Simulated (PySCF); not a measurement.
PbCl₂, SMILES [Cl][Pb][Cl] (connectivity only; charge and spin as stated), neutral, multiplicity 1.

Geometry: B3LYP-D3(BJ)/def2-TZVP. The isomer is the one that the SMILES or the coordinates give; other isomers of the formula were not compared. The def2 effective core potentials stand for the cores of Pb; spin–orbit coupling is left out.

Calculation: CAM-B3LYP/def2-TZVPD (PySCF).

The molecule is in vacuum.

Computed frontier levels, gap, dipole moment and polarisability:
```
Property                                                                                                       Result
---------------------------------------------------------------------------------------------  ----------------------
highest occupied level                                                                                       -9.52 eV
lowest empty level                                                                                           -2.43 eV
orbital gap                                                                                                   7.09 eV
dipole moment                                                                                               1.000 e·Å
quadrupole, principal values (traceless, Buckingham form, about the centre of nuclear charge)  -10.86, 1.77, 9.09 D·Å
mean static polarisability                                                                      72.4 bohr³ (10.73 Å³)
polarisability, principal values                                                               51.5, 74.0, 91.9 bohr³
```
